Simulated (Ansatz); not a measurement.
A nudged elastic band was laid between two geometries of GaH3N (5 atoms, charge 0, multiplicity 2).

Theory: UKS PBE-D4/def2-SVP in Ansatz 0.2.0.

- movable images: 7
- climbing image: yes
- spring: 5.0 eV/Å²
- optimiser: quadratic models (default)
- start path: through a guess of the saddle point
- force threshold: 0.05 eV/Å
- iteration limit: 60
- end points: relaxed

Image 0:

```xyz
5
Properties=species:S:1:pos:R:3
N 0.359 -1.221 0.173
Ga -0.077 0.527 -0.215
H 0.068 -1.719 1.032
H -1.334 0.775 -1.135
H 0.984 1.638 0.145
```

Image 8:

```xyz
5
Properties=species:S:1:pos:R:3
N 0.549 -0.166 0.415
Ga -0.450 0.907 -0.696
H 0.281 -1.115 0.692
H -1.817 0.263 -1.254
H 1.436 0.110 0.842
```

**Question.** Which bonds break or form, and what moves?

**Answer.** Bonds broken: Ga2–H5. Bonds formed: N1–H5.

**Question.** Give the energies along the band, and the barrier.

**Answer.** The run converged. The highest image is number 4 of 0 to 8, 0.93 eV above the first end and 2.46 eV above the last; the last end lies 1.53 eV below the first. The profile has 2 maxima (images 4, 6) with wells between them (image 5): this band takes more than one step, which may be the mechanism or a detour left from its start path. Neighbouring images differ by up to 2.2 eV, so the band resolves the path poorly. A vibrational analysis at the climbing image gives one clearly imaginary mode, 1236i cm⁻¹: a first-order saddle point.

```tsv
image	path coordinate (Å)	energy (eV)	Ga2–H5 (Å)	N1–H5 (Å)
0	0.00	0.00	1.58	2.93
1	0.41	0.04	1.58	2.80
2	0.83	0.19	1.59	2.55
3	1.24	0.52	1.61	2.15
4	1.66	0.93	1.67	1.68
5	2.46	-1.25	2.26	1.05
6	3.25	-1.20	2.69	1.03
7	4.05	-1.29	2.53	1.03
8	4.85	-1.53	2.56	1.02
```

**Question.** What is the geometry of the highest image?

**Answer.** 
```xyz
5
Properties=species:S:1:pos:R:3
N 0.398 -0.990 0.108
Ga -0.531 0.560 -0.232
H 0.547 -1.200 1.114
H -1.414 1.089 -1.423
H 0.999 0.541 0.432
```

Time of the run: 4.1 min on 1 thread of Arm Neoverse V2, with other jobs on the host, peak memory 0.12 GiB.
